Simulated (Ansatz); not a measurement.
Two isomers of CH4F2GeO: A = `O[C](F)(F)[GeH3]`, B = `C[O][GeH]([F])[F]`.

Computed with Ansatz on PBE0-D4/def2-TZVP structures; ΔE is electronic, products minus reactants. CCSD(T)/CBS adds triple-zeta CCSD(T) − MP2 to the extrapolated MP2 energy (def2 sets, frozen cores). DFT in def2-TZVPP. B3LYP here is the variant with VWN-RPA as its local correlation; programs differ in this. For Ge outer-core shells are correlated without core-valence functions, which leaves a few kJ/mol of doubt a bond. Scalar relativity is left out up to krypton. Each species was taken in one conformer, which may not be the lowest.

A:

```xyz
9

O     0.430   -0.917   -1.465
C    -0.490   -0.370   -0.619
F    -1.352   -1.362   -0.328
F    -1.208    0.588   -1.285
Ge    0.251    0.427    1.071
H     1.041   -0.229   -1.749
H     0.872   -0.703    1.897
H    -0.875    1.130    1.834
H     1.331    1.434    0.645
```

B:

```xyz
9

C    -0.124   -1.321   -0.447
O    -0.492   -0.437    0.602
Ge    0.012    1.225    0.587
F    -0.521    1.966   -0.874
F     1.728    1.297    0.469
H    -0.555   -2.295   -0.213
H     0.962   -1.425   -0.520
H    -0.517   -0.984   -1.410
H    -0.493    1.975    1.806
```

(1) Which isomer does CCSD(T)/CBS put lower? Give the gap. (Estimate.)

(2) Give E(B) − E(A) in kcal/mol with HF/def2-TZVPP, B2PLYP, MP2/def2-TZVPP, B3LYP-D4, CCSD/def2-TZVPP, PBE-D4, B3LYP. (Best estimate.)

Largest T1 diagnostic: 0.012.

Answers

(1) Ansatz gave: B, by 69.1 kcal/mol.

(2) Ansatz gave: HF/def2-TZVPP -73.8, B2PLYP -70.1, MP2/def2-TZVPP -73.4, B3LYP-D4 -66.8, CCSD/def2-TZVPP -69.8, PBE-D4 -60.6, B3LYP -66.9. None reverses the order clearly.

From PBE to PBE0 (25 % exact exchange), in def2-TZVPP and without D4, E(B) − E(A) moves by −2.1 kcal/mol.
